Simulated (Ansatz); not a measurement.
Born–Oppenheimer molecular dynamics of CH$_{3}$ClZn (6 atoms, charge 0, multiplicity 1). It goes on from the last frame of an earlier run, with new velocities.

Level of theory: Ansatz 0.2.0, RKS BHLYP-D4/def2-TZVP.

| Property | Result |
| --- | --- |
| ensemble | NVT, Langevin thermostat |
| time step | 0.5 fs |
| steps asked | 150 |
| set temperature | 400 K |
| friction | 0.02 /fs |
| seed | 616801 |

First frame:

```xyz
6
Properties=species:S:1:pos:R:3
Zn 0.009 -0.041 -0.008
Cl -0.008 0.038 2.114
C -0.018 0.088 -1.929
H 0.196 -0.883 -2.354
H -1.005 0.324 -2.363
H 0.693 0.842 -2.233
```

**Question.** How far do the bonds stretch over the last three quarters of this one trajectory? (Pairs bonded in most of those frames.)

**Answer.** 
| bond | mean (Å) | spread (Å) | shortest | longest |
| --- | --- | --- | --- | --- |
| Zn1–Cl2 | 2.135 | 0.011 | 2.11 | 2.16 |
| Zn1–C3 | 1.949 | 0.029 | 1.91 | 2.02 |
| C3–H4 | 1.088 | 0.030 | 1.03 | 1.14 |
| C3–H5 | 1.085 | 0.026 | 1.03 | 1.13 |
| C3–H6 | 1.087 | 0.038 | 1.03 | 1.15 |

Mean temperature of the second half: 318 K. The mean temperature of the second half is 21 % below the set value. A run of 0.075 ps of so small a system gives no equilibrium averages.

The run took 4.6 min on 4 threads of Arm Neoverse V2, with other jobs on the host, peak memory 0.28 GiB.
